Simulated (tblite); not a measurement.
Species: C5H12O2Si.
Structure used (GFN2-xTB), in Å, numbered top down from 1:
```
atom  x, y, z in Å
C1    -0.707    1.105   -1.705
C2    -0.737   -0.291   -1.114
O3    -2.051   -0.693   -0.697
C4    -1.705   -0.655    0.685
C5    -0.220   -0.439    0.344
C6     0.653   -1.663    0.562
O7     0.309    0.703    0.919
Si8    1.802    1.325    0.999
H9     0.308    1.369   -1.988
H10   -1.072    1.826   -0.978
H11   -1.346    1.134   -2.584
H12   -0.315   -1.017   -1.819
H13   -2.158    0.198    1.198
H14   -1.959   -1.582    1.204
H15    0.826   -1.799    1.628
H16    1.610   -1.524    0.064
H17    0.165   -2.548    0.162
H18    2.695    0.493    1.811
H19    2.417    1.473   -0.324
H20    1.480    2.594    1.629
```

Computed with GFN2-xTB (tblite): harmonic, unscaled wavenumbers at the GFN2-xTB geometry, gas phase. Errors from tens to a few hundred cm⁻¹ against measured bands are possible. Modes of hydrogen on silicon can be 10 to 20 % off. One conformer, not necessarily the lowest.

Harmonic wavenumbers (cm⁻¹): 74.2, 79.0, 106.5, 164.1, 176.3, 228.3, 239.6, 291.1, 338.3, 371.6, 437.6, 511.3, 593.6, 613.5, 670.9, 749.7, 790.2, 809.7, 841.0, 855.0, 924.9, 939.1, 946.7, 1011.0, 1054.6, 1065.5, 1099.2, 1112.8, 1122.6, 1158.1, 1194.1, 1225.9, 1245.8, 1280.6, 1317.5, 1392.0, 1392.1, 1465.9, 1471.9, 1480.7, 1483.0, 1483.7, 2204.4, 2240.8, 2346.1, 2899.5, 2938.9, 2960.9, 3026.6, 3031.8, 3042.0, 3042.7, 3043.8, 3052.3.

A = 2707, B = 1282, C = 1063 MHz; mass 132.061 u (most abundant isotopes); point group C1, symmetry number 1.

Task: What is the zero-point energy?

Result: ½Σν̃ = 34820 cm⁻¹ = 416.53 kJ/mol.

Task: Give the ideal-gas entropy at 298.15 K and 1 bar in the rigid-rotor, harmonic-oscillator model (classical rotation).

Result: Translation 169.76, rotation 120.74, vibration 118.90: S = 409.4 J/(mol K).

Task: And Cp and H(298.15 K) − H(0)?

Result: Cp = 165.78 J/(mol K), of which vibrations give 132.52 (their classical limit is 54 R = 449.0); H(298.15 K) − H(0) = 29.39 kJ/mol without the zero-point energy, 19.47 from vibrations.

Task: What must be added to the electronic energy to get the Gibbs energy at 298.15 K and 1 bar?

Result: ZPE + [H(298.15 K) − H(0)] − T·S = 416.53 + 29.39 − 122.06 = 323.86 kJ/mol.

Task: How do the functions run with temperature in this model?

Result: 
```tsv
T (K)	S (J/(mol K))	Cp (J/(mol K))	H − H(0) (kJ/mol)	G − H(0) (kJ/mol)	ln q(vib)
150	321.0	100.3	9.78	-38.38	2.58
250	382.2	143.6	21.94	-73.61	5.18
400	464.5	211.0	48.61	-137.20	9.14
600	564.2	281.1	98.26	-240.28	14.43
900	692.1	348.3	193.55	-429.34	22.02
```

q(vib) and H(0) count from the zero-point level.

Task: Which modes carry the vibrational entropy at 298.15 K?

Result: 74.2 cm⁻¹: 16.90; 79.0 cm⁻¹: 16.38; 106.5 cm⁻¹: 13.94; 164.1 cm⁻¹: 10.47; 176.3 cm⁻¹: 9.90; 228.3 cm⁻¹: 7.92 J/(mol K); the other 48 give 43.39 together.

Task: Blend soft modes into free rotors: weight 1/[1 + (100 cm⁻¹/ν̃)⁴] for the oscillator and the rest for a rotor with moment μB/(μ + B), μ = h/(8π²ν), B = 10⁻⁴⁴ kg m². What vibrational entropy results?

Result: 112.58 J/(mol K) in place of 118.90, which changes −T·S at 298.15 K by +1.88 kJ/mol.

Hindered rotation and anharmonicity are outside this model. Other conformers, if any are populated, would add a mixing term that is left out. The structure is chiral; the term R ln 2 for an equal mix with its mirror image is left out.
